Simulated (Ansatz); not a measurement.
This geometry of a periodic cell of 63 atoms, Si (host Si, host structure diamond, one Si atom removed) is a first-order saddle point.

These are results of DFT LDA, scalar-relativistic, plane waves, PAW (Ansatz), not measurements. Settings: PAW set soft_1, cutoff 420 eV, k mesh 1x1x1, gaussian smearing 0.05 eV, no spin polarisation.

```xyz
63
Lattice="10.8600 0.0000 0.0000 0.0000 10.8600 0.0000 0.0000 0.0000 10.8600" Properties=species:S:1:pos:R:3
Si 5.445 -0.014 -0.034
Si 6.774 1.358 1.345
Si 8.148 2.741 0.029
Si 9.460 4.176 1.464
Si 8.147 0.002 2.706
Si 9.501 1.357 4.075
Si 0.018 0.012 0.000
Si 1.344 1.393 1.373
Si 2.714 2.716 0.004
Si 4.038 4.085 1.373
Si 5.419 5.412 -0.001
Si 6.776 6.788 1.355
Si 8.146 8.143 0.001
Si 9.502 9.512 1.356
Si 2.715 0.014 2.705
Si 4.098 1.332 4.075
Si 5.418 2.711 2.701
Si 6.776 4.067 4.076
Si 8.106 5.616 2.904
Si 5.532 -0.101 5.389
Si 6.814 1.312 6.765
Si 8.146 2.713 5.430
Si 9.502 4.067 6.800
Si 8.190 -0.091 8.057
Si 9.504 1.339 9.488
Si -0.024 5.455 0.047
Si 1.265 6.831 1.454
Si 2.697 8.145 0.022
Si 4.070 9.520 1.347
Si -0.024 2.759 2.743
Si 1.267 4.164 4.119
Si 2.672 5.453 2.742
Si 4.071 6.787 4.075
Si 5.425 8.142 2.704
Si 6.969 9.319 4.037
Si 0.010 0.002 5.431
Si 1.372 1.357 6.803
Si 2.699 2.733 5.433
Si 4.070 4.059 6.808
Si 5.425 5.417 5.431
Si 6.968 6.750 6.608
Si 8.806 7.459 4.743
Si 9.533 9.331 6.619
Si 2.750 -0.015 8.133
Si 4.075 1.354 9.502
Si 5.445 2.678 8.134
Si 6.775 4.057 9.505
Si 8.147 5.419 8.149
Si 9.501 6.787 9.505
Si -0.174 8.176 2.890
Si 1.359 9.510 4.076
Si -0.171 5.600 5.464
Si 1.360 6.788 6.798
Si 2.717 8.143 5.431
Si 4.118 9.476 6.765
Si 0.017 2.712 8.160
Si 1.344 4.085 9.540
Si 2.715 5.417 8.162
Si 4.097 6.786 9.481
Si 5.531 8.100 8.048
Si 6.814 9.477 9.460
Si 0.009 8.143 8.150
Si 1.372 9.514 9.505
```

Which two structures does it join? (They come from a converged band through this point; their orientation in space is the band's.)

The atom that moves furthest is Si42, by 2.34 Å; four of its nearest neighbours are Si41 2.34, Si43 2.34, Si35 2.34, Si52 3.83 Å at the first end and Si52 2.35, Si19 2.35, Si50 2.35, Si35 3.82 Å at the last.

First end point:

```xyz
63
Lattice="10.8600 0.0000 0.0000 0.0000 10.8600 0.0000 0.0000 0.0000 10.8600" Properties=species:S:1:pos:R:3
Si 5.428 0.002 0.005
Si 6.790 1.359 1.362
Si 8.143 2.711 0.004
Si 9.520 4.077 1.367
Si 8.149 0.001 2.723
Si 9.502 1.356 4.076
Si 0.007 -0.002 0.008
Si 1.358 1.355 1.364
Si 2.721 2.709 0.004
Si 4.079 4.072 1.359
Si 5.436 5.428 0.009
Si 6.800 6.805 1.374
Si 8.152 8.139 0.002
Si 9.490 9.491 1.370
Si 2.711 -0.010 2.712
Si 4.074 1.354 4.070
Si 5.437 2.720 2.715
Si 6.797 4.080 4.102
Si 8.126 5.404 2.702
Si 5.438 -0.003 5.439
Si 6.791 1.354 6.790
Si 8.154 2.707 5.433
Si 9.489 4.086 6.774
Si 8.140 -0.011 8.143
Si 9.506 1.354 9.499
Si -0.005 5.434 0.001
Si 1.347 6.768 1.375
Si 2.712 8.143 0.008
Si 4.070 9.495 1.358
Si -0.002 2.711 2.726
Si 1.342 4.089 4.065
Si 2.721 5.428 2.723
Si 4.072 6.786 4.076
Si 5.426 8.142 2.726
Si 6.807 9.484 4.064
Si -0.004 0.007 5.433
Si 1.357 1.359 6.792
Si 2.710 2.714 5.437
Si 4.068 4.069 6.785
Si 5.422 5.435 5.433
Si 6.803 6.768 6.779
Si 8.146 8.138 5.438
Si 9.521 9.483 6.774
Si 2.720 -0.002 8.151
Si 4.074 1.356 9.507
Si 5.429 2.713 8.152
Si 6.789 4.071 9.514
Si 8.149 5.428 8.158
Si 9.502 6.786 9.508
Si 0.017 8.160 2.712
Si 1.350 9.492 4.101
Si -0.001 5.438 5.435
Si 1.345 6.804 6.780
Si 2.725 8.138 5.433
Si 4.080 9.500 6.786
Si 0.009 2.723 8.146
Si 1.357 4.073 9.511
Si 2.710 5.419 8.144
Si 4.073 6.784 9.502
Si 5.438 8.152 8.147
Si 6.791 9.500 9.510
Si -0.001 8.142 8.159
Si 1.359 9.500 9.514
```

Last end point:

Only the atoms that move by more than 0.05 Å are listed.
```
Si42 9.494 6.796 4.081
```

How far does it lie above each of them?

0.34 eV above the first and 0.34 eV above the second. This is the barrier of this one path; another mechanism may lie lower. Limits of this set-up: coarse k mesh, PAW files made for another functional, no spin, though dangling bonds at a vacancy may carry it, a typed lattice constant that wasn't relaxed here.

Time of the run: 10 min on 4 threads of Arm Neoverse V2, on a shared host, peak memory 2.3 GiB.
